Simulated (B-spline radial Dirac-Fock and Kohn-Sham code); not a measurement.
**Conversion-electron coefficients: Hf, 536 keV**

Z = 72 (hafnium), transition energy 536 keV. The computed values come from a radial B-spline solver: a Dirac-Hartree-Slater potential of the neutral atom with a Latter tail (no hole, which puts coefficients of high multipoles low close above an edge), finite nucleus with surface currents. Subshells that would emit electrons below 1 keV are left out.

The run's input, task.json:

```json
{"items": [{
  "Z": 72,
  "q": 0,
  "cfg": [[1, 0, 2], [2, 0, 2], [2, 1, 6], [3, 0, 2], [3, 1, 6], [3, 2, 10], [4, 0, 2], [4, 1, 6], [4, 2, 10], [4, 3, 14], [5, 0, 2], [5, 1, 6], [5, 2, 2], [6, 0, 2]],
  "A": 180,
  "rrms": 5.347,
  "do": "conversion",
  "gamma": [536.0],
  "edges": {"K": 65351.0, "L1": 11271.0, "L2": 10739.0, "L3": 9561.0, "M1": 2601.0, "M2": 2365.0, "M3": 2107.0, "M4": 1716.0, "M5": 1662.0, "N1": 538.0, "N2": 438.2, "N3": 380.7, "N4": 220.0, "N5": 211.5, "O1": 64.2}
}]}
```

Launch: `python xray2_run.py task.json out`

```
subshell  electron energy (keV)        E3        E4        M1        M3        M4
       K                 470.65    0.0317    0.0765    0.0337     0.240     0.570
      L1                 524.73   0.00465    0.0133   0.00469    0.0430     0.117
      L2                 525.26   0.00555    0.0280  0.000361   0.00722    0.0264
      L3                 526.44   0.00176   0.00747  4.30e-05   0.00482    0.0303
      M1                 533.40   0.00106   0.00313   0.00105    0.0100    0.0279
      M2                 533.63   0.00140   0.00716  9.00e-05   0.00183   0.00677
      M3                 533.89  0.000454   0.00195  1.09e-05   0.00128   0.00821
      M4                 534.28  4.18e-06  5.50e-05  1.11e-07  1.63e-05  0.000135
      M5                 534.34  2.97e-06  2.64e-05  1.12e-07  2.61e-06  4.50e-05
      N1                 535.46  0.000261  0.000779  0.000258   0.00248   0.00695
      N2                 535.56  0.000336   0.00173  2.16e-05  0.000441   0.00163
      N3                 535.62  0.000108  0.000463  2.56e-06  0.000305   0.00197
      N4                 535.78  1.03e-06  1.36e-05  2.73e-08  4.04e-06  3.34e-05
      N5                 535.79  7.25e-07  6.48e-06  2.71e-08  6.39e-07  1.11e-05
      N6                 535.97  4.47e-10  2.61e-09  1.82e-11  6.11e-10  1.11e-08
      N7                 535.98  4.17e-10  2.04e-09  3.13e-11  2.25e-10  1.34e-09
   total                           0.0474     0.141    0.0403     0.312     0.800
```

Question: For a pure M1 transition, what fraction of decays emits a photon?

Answer: 1/(1 + α) = 0.961 with the total α = 0.0403; the total includes the outer subshells that are not listed.
